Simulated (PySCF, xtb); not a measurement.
C2H2F3, SMILES [C](CF)(F)F, multiplicity 2. One conformer was computed; it need not be the lowest.

Harmonic wavenumbers (cm⁻¹) from GFN2-xTB run with xtb at its own minimum, in rising order: 74, 171, 319, 435, 566, 830, 897, 924, 1164, 1248, 1273, 1302, 1387, 2965, 2975.

**Question.** What does PBE-D3(BJ)/def2-SVP (PySCF) give at its own minimum? (Estimate from the structure and the level; the computed values follow.)

**Answer.** 102, 192, 356, 515, 671, 830, 943, 970, 1188, 1295, 1302, 1378, 1402, 2985, 3048. Paired by order, the mean absolute difference is 43 cm⁻¹ and the zero-point energies are 23.6 and 24.6 kcal/mol.
